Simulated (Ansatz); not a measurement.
# Cost against result

The pair of SiH4 (SMILES [SiH4], atoms 1–5) and GeH4 (SMILES [GeH4], atoms 6–10), both closed shells, in one local arrangement (a lower one may exist), relaxed at PBE0-D4/def2-TZVP:

Si1  (0.118, 0.034, -2.057)
H2  (-0.004, -1.370, -1.592)
H3  (-0.254, 0.115, -3.493)
H4  (1.517, 0.498, -1.880)
H5  (-0.794, 0.897, -1.263)
Ge6  (-0.119, -0.035, 2.058)
H7  (-1.273, -0.852, 1.465)
H8  (0.308, -0.645, 3.400)
H9  (-0.572, 1.415, 2.274)
H10  (1.072, -0.057, 1.089)
(Å)

Interaction energies are counterpoise-corrected; the time is that of the whole pair.

Ansatz 0.2.0; basis: as named in each row; cores frozen in the correlated methods. Filled d shells of the heavier atoms are correlated. The def2 sets are not built for correlating such inner shells, so the correlated values are less sure here. B3LYP uses VWN-RPA correlation. Extrapolation: Hartree–Fock as exp(−7.88 √X), correlation as X^−2.97.

Times are rough, for one single point on 4 threads of a shared host (AMD EPYC 9R45).

The estimate by CCSD(T) at an estimated basis limit (MP2 extrapolated from triple and quadruple zeta, plus CCSD(T) − MP2 in triple zeta) is -4.2 kJ/mol.

| method | basis | time (s) | interaction energy (kJ/mol) | method less estimate |
| --- | --- | --- | --- | --- |
| HF | STO-3G | under 1 | 4.3 | 8.5 |
| PBE-D4 | STO-3G | under 1 | -1.9 | 2.4 |
| SPW92 | def2-SVP | under 1 | -7.2 | -3.0 |
| PBE-D4 | def2-SVP | under 1 | -5.3 | -1.1 |
| B3LYP-D4 | 6-31G | under 1 | -3.0 | 1.2 |
| PBE0-D4 | def2-SVP | under 1 | -5.1 | -0.8 |
| PBE-D4 | def2-TZVPPD | under 1 | -5.3 | -1.1 |
| revPBE-D4 | def2-TZVPPD | under 1 | -4.5 | -0.3 |
| BLYP-D4 | def2-TZVPPD | under 1 | -3.9 | 0.4 |
| CCSD(T) | def2-SVP | under 1 | -0.3 | 3.9 |
| PBE0-D4 | def2-TZVPPD | under 1 | -4.9 | -0.7 |
| B3LYP-D4 | def2-TZVPPD | under 1 | -4.4 | -0.1 |
| HSE06-D4 | def2-TZVPPD | under 1 | -4.9 | -0.7 |
| r2SCAN-D4 | def2-TZVPPD | under 1 | -3.5 | 0.8 |
| wB97M-V | def2-SVP | 1 | -3.9 | 0.3 |
| B2PLYP | def2-TZVPPD | 2 | 0.4 | 4.6 |
| B97M-V | def2-TZVPPD | 2 | -3.9 | 0.3 |
| wB97X-V | def2-TZVPPD | 2 | -4.2 | 0.1 |
| wB97M-V | def2-TZVPPD | 2 | -4.2 | 0.0 |
| MP2 | def2-QZVPPD | 4 | -3.7 | 0.6 |
| CCSD(T) | def2-TZVPPD | 21 | -3.2 | 1.0 |

T1 diagnostic: at most 0.012.
